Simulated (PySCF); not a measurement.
## Sulfur: a sound run and one with changed settings

Sound run: S⁺ [Ne] 3s2 3p3, S²⁺ [Ne] 3s2 3p2. Calculation: PySCF 2.14, in aug-cc-pVDZ-DK (5s4p2d, 27 functions); scalar relativity by spin-free X2C-1e. In the sound run the correlated levels freeze [Ne]. The sound run starts from symmetry-adapted Hartree-Fock orbitals and uses a fine grid where one is needed.

Changed run: basis STO-3G, all-electron and non-relativistic. This setting is unsound on purpose.

| species | method | sound run (hartree) | changed run (hartree) | converged |
| --- | --- | --- | --- | --- |
| S⁺ | UHF | -398.24026 | -392.92422 | yes |
| S⁺ | M06-2X | -398.80065 | -393.43232 | yes |
| S⁺ | TPSS | -398.83327 | -393.42444 | yes |
| S⁺ | MP2 | -398.30989 | -392.92422 | yes |
| S²⁺ | UHF | -397.40529 | -392.09347 | yes |
| S²⁺ | M06-2X | -397.95039 | -392.58060 | yes |
| S²⁺ | TPSS | -397.97555 | -392.56850 | yes |
| S²⁺ | MP2 | -397.45833 | -392.10181 | yes |
| S²⁺ | CCSD(T) | -397.48063 | -392.10822 | yes |

Ionisation energy of S⁺:

```
 method  sound run (eV)  changed run (eV)
    UHF          22.721            22.606
 M06-2X          23.137            23.177
   TPSS          23.340            23.291
    MP2          23.172            22.379
SCS-MP2          23.014            22.334
```

A minimal basis cannot let orbitals breathe on ionisation and holds almost no correlation. The Hamiltonian changed with the basis, so the totals do not compare.

For comparison, NIST gives 23.338 eV between the lowest levels.
